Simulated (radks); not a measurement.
The numbers below are computed, except where a source is named.
Species: the iridium ion Ir55+. Configuration: [Ar] 3d4. Code: a radial shooting solver on a logarithmic mesh with Libxc functionals. Model: scalar-relativistic Kohn-Sham, exchange-only LDA, spin-polarised, spherical densities, point nucleus; open shells are filled with parallel spins first (spin-orbit coupling, left out, can overturn this in heavy ions).

Radial electron density D(r) = 4 pi r^2 rho(r):

r (bohr)  D(r) (e/bohr)  spin D(r)
0.002114          26.69   -0.00126
0.002688          36.31   -0.00170
0.003389          47.77   -0.00221
0.004274          61.10   -0.00276
0.005434          75.95   -0.00333
0.006853          89.63   -0.00369
0.008711          100.6   -0.00345
0.01099           105.7   -0.00145
0.01397           104.0    0.00639
0.01761           97.92     0.0316
0.02221           93.36      0.110
0.02824           98.11      0.349
0.03561           114.1      0.973
0.04527           132.1       2.54
0.05709           133.0       5.72
0.07258           109.2       11.5
0.09153           81.28       19.0
0.1154            74.45       25.6
0.1467            83.32       26.6
0.1851            74.29       20.0
0.2352            40.74       9.78
0.2967            12.65       2.93
0.3771            1.804      0.433
0.4756           0.1145     0.0302
0.5998         0.002517   0.000766

D(r) has 3 maxima, at r = 0.0117, 0.0515, 0.154 bohr, and minima at 0.0228, 0.109 bohr, inside which lie 1.90, 11.00 electrons.
